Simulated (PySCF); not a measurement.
Delta-SCF ions had no search for a lower state. 

Z-matrix (Å, degrees):
```
Ga
F 1 1.7392
F 1 1.7392 2 115.10
N 1 1.7896 2 122.40 3 176.65
H 4 1.0056 1 121.03 2 15.36
H 4 1.0056 5 112.81 1 -154.94
```
Charge 0, multiplicity 1.

Q: Estimate the vertical ionisation energy (Delta-SCF), HOMO and dipole moment that PBE0-D4/def2-TZVP (PySCF) returns for this input.

A: 
The vertical ionisation energy (Delta-SCF) is 10.83 eV and the HOMO is -8.33 eV. The dipole moment is 3.30 D.
